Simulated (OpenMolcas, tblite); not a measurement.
## A ladder of methods for CH7NSn (SMILES C[NH][SnH3])

The species is CH7NSn (10 atoms), meant as a singlet with charge 0. As SMILES, `C[NH][SnH3]`. The shape is that of a PBE0-D4/def2-TZVP optimisation.

Quantity: the HOMO–LUMO gap, in eV. The values are calculated.

| level | kind | program | value (eV) | CPU time |
| --- | --- | --- | --- | --- |
| GFN1-xTB | semi-empirical | tblite | 5.34 | under 2 s |
| HF/def2-SVP (core potential) | Hartree–Fock | OpenMolcas | 13.02 | 8 s |
| SVWN5/def2-SVP (core potential) | LDA | OpenMolcas | 4.32 | 31 s |
| PBE/def2-SVP (core potential) | GGA | OpenMolcas | 4.47 | 46 s |
| TPSS/def2-SVP (core potential) | meta-GGA | OpenMolcas | 4.79 | 64 s |
| BHLYP/def2-SVP (core potential) | global hybrid | OpenMolcas | 8.77 | 38 s |
| B2PLYP/def2-SVP (core potential) | double hybrid | OpenMolcas | 9.01 | 28 s |

The values span 4.32 to 13.02 eV. Orbital gaps aren't excitation energies, and those of double hybrids come from the SCF part alone; they tend to grow with the share of exact exchange. CPU times are rough (shared hosts, several kinds of processor): they show what a rung costs within a factor of a few.
